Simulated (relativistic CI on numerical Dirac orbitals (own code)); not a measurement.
## Transition arrays of Sn⁴⁺

Method of calculation: Dirac-Coulomb-Breit CI, KLI orbitals optimised for each configuration, QED by a radiative potential, valence Slater integrals scaled by 0.9, whole transition arrays (own radial code, finite nucleus).

Configurations in the expansion (outside the closed core [Kr]): 4d¹⁰, 4d⁹4f, 4d⁹5p, 4d⁹5f. Levels of other configurations are missing.

All E1 lines from the levels of 4d¹⁰; mean and standard deviation are weighted by gf, and upper levels are sorted by their leading configuration.

| Upper configuration | Lines | Σgf | Mean (eV) | Mean (nm) | σ (eV) | Strongest line (nm) |
| --- | --- | --- | --- | --- | --- | --- |
| 4d⁹4f | 3 | 1.8 | 54.68 | 22.675 | 0.58 | 22.630 |
| 4d⁹5p | 3 | 1.1 | 34.19 | 36.258 | 0.24 | 36.310 |
| 4d⁹5f | 3 | 8.6 | 67.44 | 18.384 | 0.62 | 18.370 |

Σgf per state of the lower configuration in bins of 0.5 nm over the central range (centre: value): 18.25: 8.55, 22.75: 1.74, 35.75: 0.16, 36.25: 0.91.

(1) How do configuration mixing and the scaling of the Slater integrals move the arrays?

Answers

(1) Slater scale 0.9, no configuration mixing: 4d⁹4f 57.8 ± 0.5 eV (Σgf 6.2), 4d⁹5p 34.2 ± 0.2 eV (Σgf 1.3), 4d⁹5f 64.3 ± 0.5 eV (Σgf 3.0); Slater scale 1: 4d⁹4f 55.3 ± 0.6 eV (Σgf 1.8), 4d⁹5p 34.3 ± 0.2 eV (Σgf 1.1), 4d⁹5f 68.0 ± 0.7 eV (Σgf 8.8); Slater scale 0.8: 4d⁹4f 54.1 ± 0.5 eV (Σgf 1.8), 4d⁹5p 34.1 ± 0.2 eV (Σgf 1.1), 4d⁹5f 66.9 ± 0.6 eV (Σgf 8.5). With mixing, levels are counted to their leading configuration, so an array can shrink or vanish into another, and the sums then hold other lines.
